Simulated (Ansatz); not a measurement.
`CC([SiH3])[SiH3]`. The species carries charge 0 and has multiplicity 1.

Z-matrix (Å, degrees):
```
C
C 1 1.535
H 1 1.094 2 111.7
H 1 1.094 2 111.7 3 -120.4
H 1 1.094 2 111.2 3 119.8
Si 2 1.877 1 111.4 3 -57.1
Si 2 1.877 1 111.4 3 177.4
H 2 1.098 1 109.8 3 60.2
H 6 1.489 2 110.0 1 -63.0
H 6 1.490 2 110.1 1 56.2
H 6 1.488 2 111.0 1 176.7
H 7 1.488 2 111.0 1 -177.2
H 7 1.489 2 110.0 1 62.4
H 7 1.490 2 110.1 1 -56.7
```

(1) Give the diagnostics of a CCSD(T)/def2-TZVPP run (frozen core, Ansatz 0.2.0). (Estimate.)

Answers

(1) Computed: T1 = 0.0106, largest single amplitude 0.015, largest double 0.016, (T) share of the correlation energy 3.5 %, 8 CCSD cycles. The RHF solution is stable towards an unrestricted one. T1 lies under the customary mark of 0.02 for closed shells.
